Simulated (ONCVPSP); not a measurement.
**Building the ONCV potential for phosphorus (LDA (Perdew-Zunger), scalar-relativistic).**

```
Element                 : phosphorus
Generator               : ONCVPSP 4.0.1
Type                    : optimised norm-conserving Vanderbilt (ONCV)
Functional              : LDA (Perdew-Zunger)
Relativity              : scalar-relativistic
Frozen core             : [Ne]
Valence charge          : 5
Reference configuration : 3s1 3p4
Partial waves           : 3s: rc 1.35 bohr, ncon 4, nbas 7, qcut 3.7 1/bohr, local; 3p: rc 1.35 bohr, ncon 4, nbas 8, qcut 5.8 1/bohr, 2 projectors, debl 3.2 Ha
Local potential         : the s channel
Core correction         : Teter function, fcfact 3.75, rcfact 1.35
```

Poles of the logarithmic derivatives, all-electron (AE) and pseudo (PS). s: poles at 4.2 (AE) and 3.2 (PS) Ha. p: poles at 4.4 (AE) and 4.4 (PS) Ha. Test radii: s 1.37, p 1.37 bohr.

* Cutoffs needed: 18 Ha and 91 Ha (the cutoffs (Ha) at which the residual kinetic energy of the hardest occupied pseudo-wave falls to 1 and 0.1 mHa per electron) The cutoffs count occupied waves only; projector 2 of the p channel, the hardest unoccupied one, needs 139 Ha at the loose tolerance.
* Ghost test: no bound ghost flagged; GHOST(+) flags only above 600 eV
* Largest excitation error: +15 meV (all-electron minus pseudo) for 3s2 3p1, out of 4 test configurations
* rms error of d²Exc/dni dnj: 3.96 mHa without and 1.01 mHa with the model core
